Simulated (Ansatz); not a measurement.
```json
{"atom": "C", "x (Å)": "1.6249", "y (Å)": "0.0000", "z (Å)": "0.0000"}
{"atom": "C", "x (Å)": "1.0131", "y (Å)": "1.2704", "z (Å)": "0.0000"}
{"atom": "C", "x (Å)": "-0.3616", "y (Å)": "1.5841", "z (Å)": "0.0000"}
{"atom": "C", "x (Å)": "-1.4640", "y (Å)": "0.7050", "z (Å)": "0.0000"}
{"atom": "C", "x (Å)": "-1.4640", "y (Å)": "-0.7050", "z (Å)": "0.0000"}
{"atom": "C", "x (Å)": "-0.3616", "y (Å)": "-1.5841", "z (Å)": "0.0000"}
{"atom": "C", "x (Å)": "1.0131", "y (Å)": "-1.2704", "z (Å)": "0.0000"}
{"atom": "C", "x (Å)": "3.0349", "y (Å)": "0.0000", "z (Å)": "0.0000"}
{"atom": "H", "x (Å)": "3.5849", "y (Å)": "0.9300", "z (Å)": "0.0000"}
{"atom": "H", "x (Å)": "3.5849", "y (Å)": "-0.9300", "z (Å)": "0.0000"}
{"atom": "H", "x (Å)": "1.6896", "y (Å)": "2.1187", "z (Å)": "0.0000"}
{"atom": "H", "x (Å)": "-0.6030", "y (Å)": "2.6419", "z (Å)": "0.0000"}
{"atom": "H", "x (Å)": "-2.4415", "y (Å)": "1.1758", "z (Å)": "0.0000"}
{"atom": "H", "x (Å)": "-2.4415", "y (Å)": "-1.1758", "z (Å)": "0.0000"}
{"atom": "H", "x (Å)": "-0.6030", "y (Å)": "-2.6419", "z (Å)": "0.0000"}
{"atom": "H", "x (Å)": "1.6896", "y (Å)": "-2.1187", "z (Å)": "0.0000"}
```

Basis set: def2-TZVP. Charge 0. Computed with Ansatz (development build ahead of 0.2.0); the lowest solution found for each multiplicity.

How do the multiplicities compare at this shape? Give, from the lowest of each method, PBE0 (restricted) for 1, 3; PBE0 (unrestricted) for 1, 3; HF (unrestricted) for 1, 3; HF (restricted) for 1, 3.

```tsv
method	multiplicity	E (eV)	<S²>
PBE0, restricted	1	0.000	0.00
PBE0, restricted	3	0.962	2.00
PBE0, unrestricted	1	0.000	0.00
PBE0, unrestricted	3	0.777	2.05
HF, unrestricted	1	0.000	1.33
HF, unrestricted	3	0.368	2.52
HF, restricted	1	0.000	0.00
HF, restricted	3	0.638	2.00
```

Caution for HF, unrestricted: the unrestricted determinant is a mixture of spin states. Caution for HF, restricted: an unrestricted determinant lies well below.
